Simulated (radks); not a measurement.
Ionisation of neutral thulium, [Xe] 4f13 6s2, to [Xe] 4f13 6s1 as the strength of local exchange is varied. All-electron calculation, scalar-relativistic Kohn-Sham, Slater X-alpha exchange (alpha = 2/3 is LDA exchange), no correlation, spin-polarised, spherical densities, finite nucleus; open shells are filled with parallel spins first (spin-orbit coupling, left out, can overturn this in heavy ions); Fermi nuclear charge, rms radius 5.2256 fm. Program: a radial shooting solver on a logarithmic mesh with Libxc functionals.

[
 {"alpha": "0.585", "E(Tm) (hartree)": "-13517.4424", "exchange (hartree)": "-235.8927", "IE (eV)": "5.079", "-e of the level emptied (eV)": "2.854 (6s)", "<r> of it (bohr)": "4.124"},
 {"alpha": "0.617", "E(Tm) (hartree)": "-13530.4085", "exchange (hartree)": "-249.0688", "IE (eV)": "5.202", "-e of the level emptied (eV)": "2.980 (6s)", "<r> of it (bohr)": "4.090"},
 {"alpha": "0.635", "E(Tm) (hartree)": "-13537.7082", "exchange (hartree)": "-256.4923", "IE (eV)": "5.272", "-e of the level emptied (eV)": "3.053 (6s)", "<r> of it (bohr)": "4.071"},
 {"alpha": "0.667", "E(Tm) (hartree)": "-13550.6964", "exchange (hartree)": "-269.7107", "IE (eV)": "5.400", "-e of the level emptied (eV)": "3.188 (6s)", "<r> of it (bohr)": "4.036"},
 {"alpha": "0.941", "E(Tm) (hartree)": "-13662.4812", "exchange (hartree)": "-384.0031", "IE (eV)": "6.606", "-e of the level emptied (eV)": "4.489 (6s)", "<r> of it (bohr)": "3.751"}
]

NIST Atomic Spectra Database: 6.184 eV (measured). The Delta-SCF value meets it near alpha = 0.85. Open shells are spherical and high-spin; term and fine-structure splittings are not resolved. Spin-orbit splitting is averaged out at the scalar-relativistic level.
